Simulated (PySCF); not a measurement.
Computed IR spectrum (relative IR intensity) of a molecule C3H8FNSi. Coordinates come from a PBE-D3(BJ)/def2-SVP optimisation. One conformer was computed; it need not be the lowest. The numbers are results of PBE-D3(BJ)/def2-SVP (PySCF 2.14.0), not measurements. Frequencies are harmonic and unscaled.

Lines under 2 % of the strongest are left out, and lines within 2 cm⁻¹ are merged.

```tsv
ν (cm⁻¹)	relative intensity
303	4.8
395	6.7
475	38
519	12
658	9.1
754	14
800	100
825	6.3
879	62
962	9.5
973	9.5
1010	6.3
1061	13
1139	55
1354	36
1366	7.7
1399	6.8
1413	2.5
1450	2.8
1620	4.8
2189	54
2924	43
2990	16
3044	6.9
3050	6.3
3148	2.2
3511	7.7
```

### Question
Which structure fits?
(A) N[Si]1(F)CCC1
(B) C[Si@@H](N)/C=C\F
(C) C=C[Si@H](F)NC
(D) C/C([SiH3])=N/CF

### Answer
C, C=C[Si@H](F)NC
